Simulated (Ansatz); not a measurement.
# CH6O2Si (SMILES C[SiH](O)O): the vertical ionisation energy from total energies

The species is CH6O2Si (10 atoms), meant as a singlet with charge 0. SMILES: `C[SiH](O)O`. The coordinates come from a PBE0-D4/def2-TZVP relaxation. This is one conformer, not always the lowest.

```xyz
10

C    -1.2930    0.3478   -0.1464
Si    0.5175    0.1800    0.2068
O     0.6504   -1.1560    1.1608
O     1.4250    0.0585   -1.1616
H    -1.6811   -0.5498   -0.6356
H    -1.8534    0.4891    0.7808
H    -1.4844    1.2038   -0.7974
H     1.0886    1.3699    0.8847
H     1.5215   -1.3669    1.4998
H     1.1921   -0.6276   -1.7889
```

Both states at this one shape; open shells run unrestricted unless said. 1 Eh = 27.2114 eV.

| level | program | singlet CH6O2Si (Eh) | doublet CH6O2Si+ (Eh) | HOMO of the first (eV) |
| --- | --- | --- | --- | --- |
| r2SCAN/cc-pVDZ | Ansatz | -481.626004 | -481.248559 | -7.13 |
| B3LYP/6-31G* (spherical functions) | Ansatz | -481.742344 | -481.356284 | -8.02 |

Work out the vertical ionisation energy at each level.


1. r2SCAN/cc-pVDZ: -481.248559 − (-481.626004) = 0.377445 Eh = 10.27 eV; −ε(HOMO) = 7.13 eV.
2. B3LYP/6-31G* (spherical functions): -481.356284 − (-481.742344) = 0.386060 Eh = 10.51 eV; −ε(HOMO) = 8.02 eV.

No measured value is set beside it here; the levels span 10.27 to 10.51 eV. In semi-local functionals −ε(HOMO) lies far under the ionisation energy, a result of self-interaction.
